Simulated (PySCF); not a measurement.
Ti(OH)3 (H₃O₃Ti), SMILES [OH][Ti+]([OH])[OH], charge +1, multiplicity 1. Geometry optimised at PBE0-D3(BJ)/def2-SVP. The multiplicity is an assumed one; other spin states were not compared. The isomer is the one that the SMILES or the coordinates give; other isomers of the formula were not compared. The values are those of a single conformer.

Computed equilibrium geometry at PBE0-D3(BJ)/def2-SVP (PySCF confirms it by a frequency run) as Cartesian coordinates in Å, and its point group (one conformer of several):
point group C3.
```xyz
7

Ti     0.0000     0.0000    -0.2623
O     -1.3022     1.0282     0.1666
H     -1.7159     1.7958     0.5910
O      1.5416     0.6137     0.1666
H      2.4132     0.5882     0.5910
O     -0.2393    -1.6419     0.1666
H     -0.6972    -2.3839     0.5910
```
Charge +1, spin multiplicity 1.
